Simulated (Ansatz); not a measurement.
`N[Si]1(Cl)CN1` + H₂ → `N[SiH]1CN1` + HCl at 400 K and 1 bar (hydrogenolysis of the Si–Cl bond).

Isolated molecules relaxed with PBE0-D4/def2-TZVP in Ansatz; ΔE leaves out vibrations. CCSD(T)/CBS is the MP2 limit (def2-TZVPP, def2-QZVPP) plus CCSD(T) − MP2 in def2-TZVPP, frozen cores. This one scheme is used for every species. Each species was taken in one conformer, which may not be the lowest.

| species | CCSD(T)/CBS energy (Eh) | H − E (kJ/mol) | S (J/(mol·K)) |
| --- | --- | --- | --- |
| `N[Si]1(Cl)CN1` | -899.38484 | 218.2 | 374.1 |
| H₂ | -1.17544 | 38.0 | 139.0 |
| `N[SiH]1CN1` | -440.14633 | 230.3 | 338.7 |
| HCl | -460.38127 | 29.6 | 195.4 |

H − E and S are ideal-gas, rigid-rotor, harmonic terms from PBE0-D4/def2-TZVP, for one conformer and one mirror image of each species. For small species the MP2-based limit differs from directly extrapolated CCSD(T) by up to some mEh (0.8 for H₂); such offsets cancel only in part. 1 Eh = 2625.50 kJ/mol, R = 8.31446 J/(mol·K).

Problem. By hand: ΔE, ΔH, ΔS and ΔG.

Solution. ΔE = (-440.14633) + (-460.38127) − (-899.38484) − (-1.17544) = 0.03268 Eh = 85.8 kJ/mol. Δ(H − E) = 230.3 + 29.6 − 218.2 − 38.0 = 3.7, so ΔH = 89.5 kJ/mol. ΔS = 338.7 + 195.4 − 374.1 − 139.0 = 21.0 J/(mol·K). ΔG = 89.5 − 400 × (21.0)/1000 = 81.1 kJ/mol.

Problem. By hand: the equilibrium constant, and the temperature at which ΔG would vanish if ΔH and ΔS stayed fixed.

Solution. log₁₀ K = −ΔG/(RT ln 10) = -10.6. ΔG = 0 at ΔH/ΔS = 4262 K, far beyond where these terms or the molecules hold.

ΔH outweighs TΔS. A doubt of 5 kJ/mol in ΔE shifts log₁₀ K by 0.7 here. Other conformers and mirror images would add mixing entropy, several J/(mol·K) or more a flexible species. These are equilibria of isolated gas molecules and say nothing of rates. Largest T1 diagnostic: 0.011 (customary marks: 0.02 for closed shells, 0.045 for open ones).
